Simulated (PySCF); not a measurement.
These 6 structures share the formula C7H12BF. Theory: PBE0-D3(BJ)/def2-SVP geometry optimisation, gas phase (PySCF 2.14.0). One conformer each; no zero-point energy, no entropy. No frequencies were run at this level. Point groups hold within 0.08 Å.

Problem. Order them by energy at this level, lowest first, and give relative energies in kcal/mol.
A. `[CH2:1]=[CH:2][C@@H:3]1[BH:4][CH2:5][C@@H:6]([F:7])[C@@H:8]1[CH3:9]` with C1–C2–C3–B4 -74°, C2–C3–B4–C5 -100°, C3–B4–C5–C6 7°, B4–C5–C6–F7 -149°, C5–C6–C8–C9 166°
B. `[CH2:1]=[CH:2][C@@H:3]1[BH:4][CH2:5][C@@H:6]([F:7])[C@H:8]1[CH3:9]` with C1–C2–C3–B4 -112°, C2–C3–B4–C5 -143°, C3–B4–C5–C6 -12°, B4–C5–C6–F7 -85°, C5–C6–C8–C9 -166°
C. `[CH3:1]/[C:2](=[CH:3]/[F:4])[C@H:5]1[BH:6][CH2:7][CH2:8][CH2:9]1` with C1–C2–C5–B6 -63°, C2–C5–B6–C7 148°, C5–B6–C7–C8 10°, B6–C7–C8–C9 -30°, C7–C8–C9–C5 39°
D. `[CH2:1]=[C:2]1[CH2:3][C@@H:4]([B:5]([CH3:6])[CH3:7])[C@@H:8]1[F:9]` with C3–C4–B5–C6 142°, C1–C2–C3–C4 -151°, C2–C3–C4–B5 -146°, C3–C4–C8–F9 137°, C1–C2–C8–C4 151°
E. `[BH2:1][C@@H:2]1[CH2:3][CH2:4][CH:5]=[CH:6][C@@:7]1([CH3:8])[F:9]` with H–B1–C2–C3 -30° and 155°, B1–C2–C3–C4 161°, C2–C3–C4–C5 41°, C3–C4–C5–C6 -13°, C5–C6–C7–C8 110°
F. `[CH3:1]/[C:2](=[CH:3]\[F:4])[C@@H:5]1[BH:6][CH2:7][CH2:8][CH2:9]1` with C1–C2–C5–B6 59°, C2–C5–B6–C7 -146°, C5–B6–C7–C8 -10°, B6–C7–C8–C9 30°, C7–C8–C9–C5 -39°

Solution. B (0.0), C (0.2), F (0.7), A (1.2), E (5.0), D (8.5).

As drawn, the highest has a four-membered ring, which the lowest lacks. Neighbours under 2.5 kcal/mol apart (C=C[C@@H]1BC[C@@H](F)[C@H]1C and C/C(=C/F)[C@H]1BCCC1; C/C(=C/F)[C@H]1BCCC1 and C/C(=C\F)[C@@H]1BCCC1; C/C(=C\F)[C@@H]1BCCC1 and C=C[C@@H]1BC[C@@H](F)[C@@H]1C) can change places with a better method, another conformer or zero-point energy. C=C[C@@H]1BC[C@@H](F)[C@H]1C and C=C[C@@H]1BC[C@@H](F)[C@@H]1C are stereoisomers, 1.2 kcal/mol apart in the conformers taken. C/C(=C/F)[C@H]1BCCC1 and C/C(=C\F)[C@@H]1BCCC1 are stereoisomers, 0.5 kcal/mol apart in the conformers taken.

```tsv
SMILES	E (Eh)	E rel (kcal/mol)	dipole (D)	point group	A, B, C (MHz)
C=C[C@@H]1BC[C@@H](F)[C@H]1C	-397.89763	0.0	1.64	C1	2531, 1230, 971.0
C/C(=C/F)[C@H]1BCCC1	-397.89727	0.2	1.55	C1	2662, 1002, 897.8
C/C(=C\F)[C@@H]1BCCC1	-397.89650	0.7	1.89	C1	3823, 809.7, 786.1
C=C[C@@H]1BC[C@@H](F)[C@@H]1C	-397.89565	1.2	1.75	C1	2576, 1269, 986.4
B[C@@H]1CCC=C[C@@]1(C)F	-397.88974	5.0	2.20	C1	2184, 1624, 1189
C=C1C[C@@H](B(C)C)[C@@H]1F	-397.88408	8.5	1.83	C1	2650, 1069, 802.9
```

Problem. How do the relative energies change in single points at PBE0/pcSseg-1 (no added dispersion term) on the same geometries?

Solution. 
| SMILES | PBE0-D3(BJ)/def2-SVP (kcal/mol) | PBE0/pcSseg-1 (kcal/mol) | shift |
| --- | --- | --- | --- |
| C=C[C@@H]1BC[C@@H](F)[C@H]1C | 0.0 | 0.0 | 0.0 |
| C/C(=C/F)[C@H]1BCCC1 | 0.2 | 1.0 | +0.8 |
| C/C(=C\F)[C@@H]1BCCC1 | 0.7 | 1.4 | +0.7 |
| C=C[C@@H]1BC[C@@H](F)[C@@H]1C | 1.2 | 2.3 | +1.1 |
| B[C@@H]1CCC=C[C@@]1(C)F | 5.0 | 5.6 | +0.6 |
| C=C1C[C@@H](B(C)C)[C@@H]1F | 8.5 | 7.7 | -0.8 |

Each column counts from its own lowest isomer. The order is unchanged; the largest shift is 1.1 kcal/mol.

Problem. As an exercise, what shares would exp(−E/RT) give at 2000 K from these electronic energies alone (no entropy, no degeneracies)?

Solution. RT = 3.974 kcal/mol: C=C[C@@H]1BC[C@@H](F)[C@H]1C 25.5 %, C/C(=C/F)[C@H]1BCCC1 24.1 %, C/C(=C\F)[C@@H]1BCCC1 21.4 %, C=C[C@@H]1BC[C@@H](F)[C@@H]1C 18.7 %, B[C@@H]1CCC=C[C@@]1(C)F 7.3 %, C=C1C[C@@H](B(C)C)[C@@H]1F 3.0 %.
